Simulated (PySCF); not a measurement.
trans-1,3,3,3-tetrafluoropropene cation (C₃H₂F₄), SMILES F/C=C/C(F)(F)F (connectivity only; charge and spin as stated), charge +1, multiplicity 2.

Coordinates come from a PBE-D3(BJ)/def2-SVP optimisation. The spin state was assumed, not searched.

Computed with SMD-B3LYP/def2-SVP (PySCF).

Solvation free energies are E(SMD) − E(gas) at the gas-phase geometry, for 1 M in both phases.

```json
[
 {"solvent": "water", "ΔG(solv) (kcal/mol)": "[?]", "its non-electrostatic (CDS) part": "[?]"},
 {"solvent": "dimethylsulfoxide", "ΔG(solv) (kcal/mol)": "-71.8", "its non-electrostatic (CDS) part": "2.9"},
 {"solvent": "n-hexane", "ΔG(solv) (kcal/mol)": "-33.3", "its non-electrostatic (CDS) part": "0.5"}
]
```

Question: Fill in the missing entries. (The exact figures need the calculation; the answer reports its results.)

Answer: 
- water, ΔG(solv) (kcal/mol): -70.2
- water, its non-electrostatic (CDS) part: 5.2
